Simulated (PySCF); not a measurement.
Sb(Cl)(TeH)2 (ClH₂SbTe₂), SMILES [Sb]([TeH])([Cl])[TeH].

The structure is a stationary point at B3LYP-D3(BJ)/def2-SVP. A frequency run showed that this geometry is not a minimum. The def2 effective core potentials stand for the cores of Sb, Te; spin–orbit coupling is left out.

Level of theory: PySCF 2.14.0 with C-PCM-B3LYP/def2-SVP.

The values are the electrostatic part of the solvation free energy, E(continuum) − E(gas) at the gas-phase geometry, in a cavity of scaled van der Waals radii (PySCF's table); cavitation and dispersion terms are not included. A continuum can't describe solvent molecules that bind to the metal. In vacuum the orbital gap is 4.08 eV. The dipole moment in vacuum is 2.27 D.

Question: Estimate the values in water (ε = 78.36), n-hexane (ε = 1.88), acetone (ε = 20.49). (An estimate is asked for; the answer gives what the named calculation found.)

Answer: 
| solvent | ε | ΔG(elec) (kcal/mol) | dipole (D) | gap (eV) |
|---|---|---|---|---|
| water | 78.36 | -5.5 | 3.42 | 4.24 |
| n-hexane | 1.88 | -2.4 | 2.71 | 4.15 |
| acetone | 20.49 | -5.3 | 3.36 | 4.23 |
